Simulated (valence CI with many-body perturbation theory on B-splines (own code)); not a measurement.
Results of a calculation; reference values are marked as such.
**P8+: input, log and results**

The program does CI of the valence electrons with many-body perturbation theory for a frozen closed Dirac-Fock core.

Command, and the settings that its task file holds:

```sh
python run_cv.py task.json out
```

```
atom P  Z=15  mass_number=31  rms_radius_fm=3.1889
core [He]
valence 2s2 3p3
avg = 1
basis = S
breit = 1
cap = 10000
capref = 1200
cscale = 1
de = 0.0
dress = 0
eps = 2e-08
extrap = 1
h = 0.27
hh = 1
l2 = 3
lcore = 6
maxit = 60
n2 = 5
natural = 1
nlev = 20
nno = [3, 3, 3, 2, 1]
nroot = 26
nsp = [3, 3, 2, 1, 0]
pt2 = 1
qed = 1
rpa = 1
s1 = 1
s2 = 1
s3 = 1
screen = 1
tol = 2e-05
whole = 1
```

**Question.** What became of the run, and why?

**Answer.** It gave no result: the start configuration must fill the lowest shells above the core. The program said: "3p is not the lowest shell of its kind above the core".
